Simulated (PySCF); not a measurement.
## In⁺: ionisation energy

In⁺ [Kr] 4d10 5s2 (1S) → In²⁺ [Kr] 4d10 5s1 (2S), as a difference of total energies. Calculation: PySCF 2.14, in aug-cc-pV5Z-PP with ECP28MDF (8s8p6d4f3g2h, 139 functions); scalar relativity through the core potential. Correlated levels: valence: 4s2 4p6 4d10 frozen. The calculations carry no spin-orbit coupling.

```tsv
method	ionisation energy (eV)
UHF	17.008
LDA	19.496
PBE	19.054
r2SCAN	18.809
BP86	19.218
revPBE	18.889
r2SCANh	18.731
MP2 (valence)	17.687
```

Question: Estimate what SCS-MP2 (valence) gives.

Answer: 17.822 eV, closest to MP2 (valence) among the rows shown.

Question: Estimate what PBE0 gives.

Answer: 18.719 eV, closest to r2SCANh among the rows shown.

MP2 underrates the near-degeneracy of ns² with np² in the lower species.

For comparison: 18.870 eV (measured; NIST Atomic Spectra Database, ionization energies).
